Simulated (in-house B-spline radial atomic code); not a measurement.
Co3+ is squeezed into an impenetrable sphere of radius R (the orbitals vanish at R). All numbers are computed (scalar-relativistic (X2C) Hartree-Fock, spin-polarised, averaged over the determinants with the given up and down occupations; Fermi nucleus of rms radius 3.7875 fm) with a radial B-spline atomic code at the basis-set limit, not measured.

Energies in eV above the free ion in [Ar] 3d6:

```
R (bohr)  highest level (eV)   [Ar] 3d6  [Ne] 3s2 3p5 3d7
    8.29               -51.8          0             61.72
    5.53               -51.8  0.0003592             61.72
    5.35               -51.8  0.0006557             61.72
    3.93               -51.7    0.06677             61.81
    3.57               -51.6     0.2072             61.97
    2.89               -50.5      1.707             63.71
    2.45                 -48      6.799             69.42
     2.3               -46.2      11.04             74.08
    1.95               -38.2      35.84             100.6
    1.27                32.8      451.3               522
```

Question: Does [Ne] 3s2 3p5 3d7 fall below [Ar] 3d6 under compression?

Answer: No, it stays above over the whole range.

The highest level is first positive in the row R = 1.27 bohr, pushed up by confinement above the zero of the free ion's potential. Each configuration is held fixed and needn't be the lowest in the sphere.
